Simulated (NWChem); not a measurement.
System: MgHSeBr; SMILES [SeH][Mg][Br]

Here is an NWChem input.

```
start job
memory heap 200 mb stack 900 mb global 1100 mb
geometry units angstroms noautosym nocenter noautoz
  Mg    -0.082529     0.071671    -0.000037
  Br    -0.289874    -2.269616    -0.000676
  Se     0.164152     2.480943     0.000099
  H     -1.302981     2.625961    -0.025403
end
basis spherical
  * library def2-svpd
end
dft
  xc pbe0
  iterations 150
end
property
  response 1 0.0
end
task dft property
```

Coordinates come from a PBE0/def2-SVP optimisation.

Static field.

**Question.** What results follow from this input? (PBE0/def2-SVPD.) Quantities: isotropic polarisability (bohr³); anisotropy (bohr³).

**Answer.** 
```json
{
 "isotropic polarisability (bohr³)": "78.6",
 "anisotropy (bohr³)": "37.0"
}
```
